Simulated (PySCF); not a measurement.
Radial density of Ge⁺ (germanium, charge +1)

UHF, [Ar] 3d10 4s2 4p1, 2P determinant. All numbers are calculated (PySCF 2.14, the non-relativistic Hamiltonian (point nucleus), in def2-TZVP).

| r (bohr) | 4πr²ρ (e/bohr) | 4πr²(ρα − ρβ) |
| --- | --- | --- |
| 0.000663 | 0.1190 | 0.0000 |
| 0.00112 | 0.3280 | 0.0000 |
| 0.00188 | 0.8818 | 0.0000 |
| 0.00316 | 2.301 | 0.0000 |
| 0.00531 | 5.670 | 0.0000 |
| 0.00893 | 12.74 | -0.0001 |
| 0.0150 | 24.47 | 0.0000 |
| 0.0253 | 36.45 | 0.0010 |
| 0.0425 | 37.46 | 0.0056 |
| 0.0715 | 31.41 | 0.0174 |
| 0.120 | 42.06 | 0.0237 |
| 0.202 | 38.54 | -0.0052 |
| 0.340 | 22.76 | 0.0152 |
| 0.572 | 28.29 | 0.0310 |
| 0.963 | 10.75 | 0.0159 |
| 1.62 | 2.476 | 0.3604 |
| 2.72 | 0.9625 | 0.3692 |
| 4.58 | 0.1007 | 0.0645 |
| 7.71 | 0.0006808 | 0.0006 |

**Question.** Where is the radial spin density 4πr²(ρα − ρβ) most negative, and why is it negative at all?

**Answer.** Around r = 0.202 bohr, down to -0.0052 e/bohr: exchange with the open shell polarises the paired shells in an unrestricted calculation.
